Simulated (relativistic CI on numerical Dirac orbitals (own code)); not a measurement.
**Ligand-field terms of d8**

Computed with a parametric ligand-field model of a d^n configuration (Racah B and C, spin-orbit zeta, crystal field), exact diagonalisation.

Field parameters in Wybourne normalisation: D3d B²₀ = −7Dσ, B⁴₀ = −14Dq − 21Dτ, B⁴₃ = −14√(10/7) Dq; D4h B²₀ = −7Ds, B⁴₀ = 21(Dq − Dt), B⁴₄ = 21√(5/14) Dq; Td as Oh with Dq negative (B⁴₀ = 21Dq, B⁴₄ = √(5/14) B⁴₀). The field is a parameter set, without covalency.

Q: Ground term and bands for B = 330, C = 1620, ζ = 0 cm⁻¹, D4h, 10Dq = 29600, Ds = 1650, Dt = 1070 cm⁻¹?

A: Ground term 1A1 with 2.01 electrons in the two orbitals of the cubic e set. Spin-allowed: 1B1 9540 cm⁻¹ (1048 nm), 1A1 24324 cm⁻¹ (411 nm), 1E 27087 cm⁻¹ (369 nm), 1A2 28537 cm⁻¹ (350 nm). Lowest spin-forbidden: 3B1 3687 cm⁻¹ (2712 nm), 3E 21699 cm⁻¹ (461 nm), 3A2 25147 cm⁻¹ (398 nm).

Q: Ground term and bands for B = 900, C = 4400, ζ = 0 cm⁻¹, D3d, 10Dq = 31200, Dσ = -1200, Dτ = 70 cm⁻¹?

A: Ground term 3A2 with 2.00 electrons in the two orbitals of the cubic e set. Spin-allowed: 3E 30874 cm⁻¹ (324 nm), 3A1 32680 cm⁻¹ (306 nm), 3A2 41229 cm⁻¹ (243 nm), 3E 41373 cm⁻¹ (242 nm). Lowest spin-forbidden: 1E 15820 cm⁻¹ (632 nm), 1A1 28741 cm⁻¹ (348 nm), 1E 46205 cm⁻¹ (216 nm).

Q: A d8 ion in Td symmetry has the ground term 3T1 and bands at 3T2 2018 cm⁻¹, 3A2 4468 cm⁻¹ (2238 nm), 1T2 13874 cm⁻¹ (721 nm), 1E 14663 cm⁻¹ (682 nm), 3T1 16586 cm⁻¹ (603 nm), 1T2 20952 cm⁻¹ (477 nm). Which parameters reproduce them?

A: B = 1000, C = 4060, ζ = 0 cm⁻¹, Td, 10Dq = -2450 cm⁻¹.

Q: Ground term and bands for B = 920, C = 4050, ζ = 0 cm⁻¹, D4h, 10Dq = 23750, Ds = -1500, Dt = -160 cm⁻¹?

A: Ground term 3B1 with 2.00 electrons in the two orbitals of the cubic e set. Spin-allowed: 3B2 23750 cm⁻¹ (421 nm), 3E 24027 cm⁻¹ (416 nm), 3E 32507 cm⁻¹ (308 nm), 3A2 38787 cm⁻¹ (258 nm). Lowest spin-forbidden: 1A1 12370 cm⁻¹ (808 nm), 1B1 15249 cm⁻¹ (656 nm), 1A1 30194 cm⁻¹ (331 nm).

Q: Ground term and bands for B = 370, C = 1330, ζ = 0 cm⁻¹, D3d, 10Dq = 8500, Dσ = -170, Dτ = 160 cm⁻¹?

A: Ground term 3A2 with 2.00 electrons in the two orbitals of the cubic e set. Spin-allowed: 3A1 8996 cm⁻¹ (1112 nm), 3E 9226 cm⁻¹ (1084 nm), 3A2 12117 cm⁻¹ (825 nm), 3E 13253 cm⁻¹ (755 nm). Lowest spin-forbidden: 1E 5519 cm⁻¹ (1812 nm), 1A1 9997 cm⁻¹ (1000 nm), 1E 14545 cm⁻¹ (688 nm).
